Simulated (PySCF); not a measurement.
Positional isomers: azulene hydroxy+boryl. All species are isolated molecules in the gas phase. One relaxed conformer stands for each flexible species; it need not be the lowest. Strings in code marks are SMILES.

The four lowest singlet excitations (Tamm–Dancoff). These are PySCF with PBE-D3(BJ)/def2-TZVP // PBE0-D3(BJ)/def2-SVP values and carry that method's errors. Excitations are Tamm–Dancoff values on a coarser integration grid. The basis has no diffuse functions, so Rydberg states are missing or too high.

```tsv
state	energy (eV)	wavelength (nm)	oscillator strength
S1	2.21	562	0.007
S2	3.20	388	0.158
S3	3.95	314	0.003
S4	4.23	293	0.030
```

### Question
Identify which member gives these states.
A. `Bc1ccc2cc(O)cc-2cc1`
B. `Bc1ccc2cccc-2cc1O`
C. `Bc1ccc(O)cc2cccc1-2`
D. `Bc1c(O)cc2cccccc1-2`

### Answer
A, `Bc1ccc2cc(O)cc-2cc1`
